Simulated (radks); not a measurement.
Results of a calculation; reference values are marked as such.
All-electron atom: W2+ in [Kr] 4d10 4f14 5s2 5p5.5 5d4.5 (fractional occupations, a model configuration). Level of theory: scalar-relativistic Kohn-Sham, MS2 meta-GGA, spin-unpolarised, spherical densities, finite nucleus; meta-GGA in the generalised Kohn-Sham scheme; Fermi nuclear charge, rms radius 5.3658 fm (a radial shooting solver on a logarithmic mesh with Libxc functionals).

Local quantities along the radius. ELF = 1/(1 + alpha^2) is the electron localisation function; alpha = (tau - tau_W)/tau_unif compares the Pauli kinetic energy density with that of the uniform gas; r v_xc is r times the local exchange-correlation potential (hartree bohr, multiplicative part alone); s = |grad rho|/(2 (3 pi^2)^(1/3) rho^(4/3)) is the reduced gradient; -r V(r) is the screened charge that the Kohn-Sham potential presents (atomic units). tau is taken from the large components.

r (bohr),ELF,alpha,r v_xc,s,-r V(r)
0.001076,0.999,0.02358,-0.1231,0.8491,73.55
0.001253,0.999,0.02438,-0.1357,0.7903,73.46
0.001459,0.999,0.02543,-0.1502,0.7404,73.37
0.001712,0.999,0.02688,-0.1678,0.6965,73.25
0.001993,0.999,0.02865,-0.1867,0.6622,73.12
0.00232,0.999,0.03093,-0.2080,0.6345,72.97
0.002701,0.999,0.03386,-0.2319,0.6130,72.80
0.00317,0.999,0.03791,-0.2599,0.5967,72.59
0.00369,0.998,0.04300,-0.2894,0.5868,72.35
0.004296,0.998,0.04979,-0.3219,0.5823,72.08
0.005001,0.997,0.05901,-0.3576,0.5833,71.77
0.005869,0.995,0.07260,-0.3992,0.5901,71.39
0.006832,0.992,0.09111,-0.4432,0.6024,70.98
0.007954,0.986,0.1182,-0.4933,0.6202,70.52
0.00926,0.975,0.1587,-0.5510,0.6434,70.00
0.01087,0.952,0.2253,-0.6193,0.6723,69.38
0.01265,0.904,0.3253,-0.6677,0.7007,68.69
0.01473,0.812,0.4813,-0.5694,0.7229,67.76
0.01714,0.662,0.7143,-0.2867,0.7258,66.55
0.02012,0.482,1.036,-0.5383,0.6881,65.70
0.02342,0.364,1.322,-0.5588,0.5981,64.56
0.02727,0.331,1.423,-0.5768,0.4694,63.26
0.03174,0.384,1.267,-0.6140,0.3505,61.84
0.03725,0.515,0.9714,-0.6917,0.2854,60.20
0.04337,0.648,0.7366,-0.9033,0.2872,58.62
0.05048,0.729,0.6094,-1.011,0.3319,56.77
0.05877,0.738,0.5958,-1.007,0.3976,54.65
0.06897,0.657,0.7219,-0.8327,0.4639,52.09
0.08029,0.500,1.001,-0.8987,0.4841,49.74
0.09347,0.365,1.320,-0.9234,0.4156,47.18
0.1088,0.360,1.333,-0.9565,0.2854,44.45
0.1277,0.501,0.9975,-1.051,0.2109,41.47
0.1487,0.661,0.7169,-1.343,0.2461,38.71
0.1731,0.726,0.6150,-1.423,0.3457,35.70
0.2015,0.659,0.7190,-1.140,0.4662,32.34
0.2364,0.425,1.164,-1.183,0.5293,29.16
0.2752,0.266,1.661,-1.105,0.3918,25.99
0.3204,0.350,1.362,-1.197,0.1877,22.93
0.373,0.579,0.8519,-1.392,0.1676,19.99
0.4378,0.708,0.6427,-1.671,0.2709,17.15
0.5096,0.696,0.6616,-1.550,0.3991,14.40
0.5933,0.581,0.8490,-1.296,0.5216,11.92
0.6907,0.417,1.183,-1.290,0.5904,10.05
0.8105,0.330,1.425,-1.193,0.5562,8.306
0.9436,0.387,1.258,-1.157,0.4929,6.941
1.098,0.512,0.9758,-1.167,0.5062,5.839
1.279,0.579,0.8519,-1.166,0.5994,4.955
1.501,0.534,0.9335,-1.050,0.7493,4.152
1.747,0.410,1.199,-1.015,0.9215,3.668
2.034,0.268,1.651,-0.8799,1.126,3.242
2.368,0.159,2.304,-0.7530,1.392,2.937
2.779,0.085,3.284,-0.6334,1.819,2.714
3.235,0.041,4.809,-0.5268,2.501,2.559
3.766,0.016,7.747,-0.4387,3.698,2.450
4.384,0.005,14.32,-0.3551,5.926,2.358
5.144,0.001,32.88,-0.2527,10.70,2.253
5.989,0.000,88.94,-0.1585,20.74,2.159
6.972,0.000,302.6,-0.08679,44.90,2.087

On this mesh the ELF has minima near r = 0.027, 0.11, 0.28, 0.81 bohr, which separate the shells, and maxima near 0.059 (0.74), 0.17 (0.73), 0.44 (0.71), 1.3 (0.58).
